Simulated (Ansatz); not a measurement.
CoF₃⁻. The state is a quartet with charge -1. Geometry PBE0-D4/def2-TZVP, that of the neutral quintet.

| atom | x (Å) | y (Å) | z (Å) |
| --- | --- | --- | --- |
| Co1 | 0.000 | 0.000 | 0.000 |
| F2 | 0.995 | -1.268 | -0.599 |
| F3 | -1.519 | 0.322 | -0.737 |
| F4 | 0.524 | 0.946 | 1.337 |

At PBE-D4/def2-TZVPD, r2SCAN-D4/def2-TZVPD the highest occupied level of the charge -1 quartet lies above zero (up to 1.32 eV). By energy differences its removal costs 2.81 eV (vertical, to the charge 0 quintet, at PBE-D4/def2-TZVPD); a positive level beside a positive removal energy at the same level points to self-interaction error.

Estimate the α-spin orbital energies around the gap (eV) in Ansatz with PBE-D4/def2-TZVPD, r2SCAN-D4/def2-TZVPD, PBE0-D4/def2-TZVPD.


| orbital | PBE-D4/def2-TZVPD | r2SCAN-D4/def2-TZVPD | PBE0-D4/def2-TZVPD |
| --- | --- | --- | --- |
| HOMO−5 | -3.16 | -3.52 | -4.99 |
| HOMO−4 | -1.23 | -1.82 | -3.72 |
| HOMO−3 | -0.71 | -1.30 | -3.25 |
| HOMO−2 | -0.06 | -0.61 | -2.72 |
| HOMO−1 | 0.01 | -0.50 | -2.46 |
| HOMO | 0.03 | -0.39 | -2.40 |
| LUMO | 3.63 | 4.13 | 4.21 |
| LUMO+1 | 4.30 | 4.67 | 4.74 |
| LUMO+2 | 4.38 | 4.92 | 4.85 |
| LUMO+3 | 4.40 | 4.94 | 4.87 |
| LUMO+4 | 6.42 | 7.10 | 6.99 |
| LUMO+5 | 6.42 | 7.10 | 6.99 |
| β HOMO | 1.32 | 0.99 | -1.12 |
| β LUMO | 1.89 | 2.93 | 4.20 |
